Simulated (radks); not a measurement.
Values are calculated unless marked as measured or tabulated.
Problem. Radial electron density D(r) = 4 pi r^2 rho(r) of an atom or ion with 47 electrons. Code: a radial shooting solver on a logarithmic mesh with Libxc functionals. Model: scalar-relativistic Kohn-Sham, LDA (Slater exchange, Perdew-Wang correlation), spin-polarised, spherical densities, point nucleus.

```
   r/bohr * D(r) (the largest magnitude, 84.7, reaches the edge; | marks zero)
 0.004019 |          *
 0.005318 |               *
 0.007037 |                     *
  0.00931 |                            *
  0.01242 |                                    *
  0.01643 |                                         *
  0.02174 |                                          *
  0.02876 |                                       *
  0.03806 |                                    *
  0.05036 |                                       *
  0.06716 |                                                 *
  0.08887 |                                                      *
   0.1176 |                                               *
   0.1556 |                                      *
   0.2058 |                                         *
   0.2724 |                                            *
   0.3633 |                              *
   0.4806 |               *
    0.636 |              *
   0.8415 |              *
    1.113 |        *
    1.485 |   *
    1.965 |*
      2.6 *
     3.44 *
    4.551 *
```

What is the nuclear charge?

Solution. Z = 51. The innermost maximum, from 1s, lies near gamma/Z bohr with gamma = sqrt(1 - (Z/c)^2) = 0.928, here 0.0182 bohr (found: 0.0199), and its height grows with Z. The density is that of the antimony ion Sb4+ in [Kr] 4d9.5 5s1.5; the configuration itself is not fixed sharply by these data, and Z only to a few units. D(r) has 4 maxima, at r = 0.0199, 0.0882, 0.255, 0.746 bohr, and minima at 0.0390, 0.169, 0.551 bohr, inside which lie 1.99, 11.19, 29.01 electrons.
